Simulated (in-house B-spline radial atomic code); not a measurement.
The numbers below are computed, except where a source is named.
## Si in an electron gas of r_s = 2: phase shifts, screening, friction and resistivity

A nucleus sits in a uniform electron gas with a rigid positive background. The Kohn-Sham equations are solved self-consistently in the spin-unpolarised LDA (PW92), non-relativistic, on B-splines with outgoing waves at the boundary and partial waves to l = 8. The model has no lattice, no bands and no magnetic solution. Atomic units; δ_l are the phase shifts at the Fermi level, counted so that each bound state adds π, and good to about 0.0005.

The density parameter is r_s = 2 bohr, near that of the valence electrons of Si (4 per atom, density 2.33 g/cm³, mass 28.09 u, which gives r_s = 2.01).

```csv
l,δ_l (rad)
0,6.8919
1,4.2606
2,0.3845
3,0.0433
4,0.0079
5,0.0017
6,0.0004
7,0.0002
8,0.0001
```

Bound levels below the band bottom (hartree): s -64.58, s -4.537, p -2.972, s -0.05032.

**Question.** Check the Friedel sum rule, and say where the screening charge sits.

**Answer.** k_F = (9π/4)^(1/3)/r_s = 0.95958. The rule is Z = (2/π) Σ (2l + 1) δ_l. The terms are s 4.388, p 8.137, d 1.224, f 0.193 and 0.063 beyond, in all 14.005 against Z = 14. Bound states hold 6 s, 6 p, 0 d electrons, so the scattering states carry 2.00 in all; where a term is smaller than its bound count, the bound level has drawn weight out of the band.

**Question.** Find the transport cross section and the electronic stopping of a 2 keV Si ion (mass 28.09 u).

**Answer.** σ_tr = (4π/k_F²) Σ (l + 1) sin²(δ_l − δ_(l+1)). The terms for l = 0 to 3 are 0.2386, 0.8984, 0.3359, 0.0050, all together 1.4781, so σ_tr = 13.647 × 1.4781 = 20.172 bohr². With n = 3/(4π r_s³) = 0.02984, the friction coefficient is Q = n k_F σ_tr = 0.5776. For v well below v_F = 0.960, dE/dx = Q v; with 24801 eV per u at v = 1, v = √(2000/(24801 × 28.09)) = 0.0536, so dE/dx = 0.03095 hartree/bohr = 15.9 eV/nm. The largest term couples the p and d waves.

**Question.** What residual resistivity would 1 atomic per cent of such centres give in a metal of this density?

**Answer.** Δρ = k_F n_i σ_tr/n in atomic units of 21.74 μΩ·cm. With one host atom per 4 electrons, n_i/n = 0.01/4, so Δρ = 0.9596 × 0.00250 × 20.172 × 21.74 = 1.05 μΩ·cm. This is an atom added to the gas, as on an interstitial site.
